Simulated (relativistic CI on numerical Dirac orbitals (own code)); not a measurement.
**d3 in a ligand field**

Computed with a parametric ligand-field model of a d^n configuration (Racah B and C, spin-orbit zeta, crystal field), exact diagonalisation.

Field parameters in Wybourne normalisation: Oh B⁴₀ = 21Dq, B⁴₄ = √(5/14) B⁴₀; Td as Oh with Dq negative (B⁴₀ = 21Dq, B⁴₄ = √(5/14) B⁴₀). The field is a parameter set, without covalency.

Question: Lowest levels for B = 600, C = 2980, ζ = 720 cm⁻¹, Oh, 10Dq = 21450 cm⁻¹?

Answer: Γ8 0 (S 1.50), Γ8 13456 (S 0.52), Γ8 13889 (S 0.51), Γ6 14097 (S 0.51), Γ8 20678 (S 0.88), Γ7 20894 (S 1.07), Γ7 21487 (S 1.10), Γ8 21657 (S 1.33), Γ8 21714 (S 1.43) cm⁻¹, with S from ⟨S²⟩ = S(S + 1). The ground level has 0.00 electrons in the cubic e pair.

Question: Lowest levels for B = 330, C = 1570, ζ = 120 cm⁻¹, Td, 10Dq = -7950 cm⁻¹?

Answer: Γ8 0 (S 0.59), Γ7 599 (S 1.50), Γ8 632 (S 1.46), Γ8 730 (S 1.49), Γ6 804 (S 1.50), Γ6 6934 (S 0.51), Γ8 7007 (S 0.50), Γ7 7254 (S 0.54), Γ8 7295 (S 0.59) cm⁻¹, with S from ⟨S²⟩ = S(S + 1). The ground level has 2.89 electrons in the cubic e pair; its S is far from a half-integer, so spin-orbit coupling mixes spin states.

Question: Lowest levels for B = 850, C = 3970, ζ = 670 cm⁻¹, Oh, 10Dq = 22000 cm⁻¹?

Answer: Γ8 0 (S 1.50), Γ8 18058 (S 0.55), Γ8 18811 (S 0.52), Γ6 19011 (S 0.53), Γ7 21748 (S 1.50), Γ8 21913 (S 1.49), Γ6 22282 (S 1.48), Γ8 22322 (S 1.47), Γ8 27411 (S 0.54) cm⁻¹, with S from ⟨S²⟩ = S(S + 1). The ground level has 0.00 electrons in the cubic e pair.

Question: Lowest levels for B = 970, C = 4130, ζ = 90 cm⁻¹, Oh, 10Dq = 10600 cm⁻¹?

Answer: Γ8 0 (S 1.50), Γ7 10564 (S 1.50), Γ8 10586 (S 1.50), Γ8 10621 (S 1.50), Γ6 10623 (S 1.50), Γ7 17231 (S 1.50), Γ8 17233 (S 1.50), Γ8 17313 (S 1.50), Γ6 17364 (S 1.50) cm⁻¹, with S from ⟨S²⟩ = S(S + 1). The ground level has 0.00 electrons in the cubic e pair.

Question: Lowest levels for B = 410, C = 1620, ζ = 540 cm⁻¹, Oh, 10Dq = 32100 cm⁻¹?

Answer: Γ8 0 (S 1.50), Γ8 8195 (S 0.50), Γ8 8387 (S 0.50), Γ6 8493 (S 0.50), Γ8 13449 (S 0.50), Γ7 13508 (S 0.50), Γ7 31903 (S 1.50), Γ8 32032 (S 1.50), Γ8 32236 (S 1.50) cm⁻¹, with S from ⟨S²⟩ = S(S + 1). The ground level has 0.00 electrons in the cubic e pair.
